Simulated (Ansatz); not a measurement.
`[NH2][Sn][OH]` + HBr → `[OH][Sn][Br]` + NH₃ at 298.15 K and 1 bar (ligand exchange at the Sn–N bond).

Isolated molecules relaxed with PBE0-D4/def2-TZVP in Ansatz; ΔE leaves out vibrations. CCSD(T)/CBS adds triple-zeta CCSD(T) − MP2 to the extrapolated MP2 energy (def2 sets, frozen cores). This one scheme is used for every species. def2 core potentials past Kr. For Br, Sn outer-core shells are correlated without core-valence functions, which leaves a few kJ/mol of doubt a bond. Scalar relativity is left out up to krypton. Each species was taken in one conformer, which may not be the lowest.

```tsv
species	CCSD(T)/CBS energy (Eh)	H − E (kJ/mol)	S (J/(mol·K))
`[NH2][Sn][OH]`	-345.75638	114.2	305.9
HBr	-2573.91920	24.6	198.6
`[OH][Sn][Br]`	-2863.20849	50.2	316.3
NH₃	-56.50880	100.5	192.4
```

H − E and S are ideal-gas, rigid-rotor, harmonic terms from PBE0-D4/def2-TZVP, for one conformer and one mirror image of each species. 1 Eh = 2625.50 kJ/mol, R = 8.31446 J/(mol·K).

**Question.** By hand: ΔE, ΔH, ΔS and ΔG.

**Answer.** ΔE = (-2863.20849) + (-56.50880) − (-345.75638) − (-2573.91920) = -0.04171 Eh = -109.5 kJ/mol. Δ(H − E) = 50.2 + 100.5 − 114.2 − 24.6 = 11.9, so ΔH = -97.6 kJ/mol. ΔS = 316.3 + 192.4 − 305.9 − 198.6 = 4.2 J/(mol·K). ΔG = -97.6 − 298.15 × (4.2)/1000 = -98.9 kJ/mol.

**Question.** By hand: the equilibrium constant, and the temperature at which ΔG would vanish if ΔH and ΔS stayed fixed.

**Answer.** log₁₀ K = −ΔG/(RT ln 10) = 17.3. ΔH and −TΔS have one sign here, so there is no such temperature. One of them is within its doubt of zero, so this could turn.

The number of gas molecules stays the same, so ΔS is small and ΔH decides. A doubt of 5 kJ/mol in ΔE shifts log₁₀ K by 0.9 here. Other conformers and mirror images would add mixing entropy, several J/(mol·K) or more a flexible species. These are equilibria of isolated gas molecules and say nothing of rates. Largest T1 diagnostic: 0.017 (customary marks: 0.02 for closed shells, 0.045 for open ones).
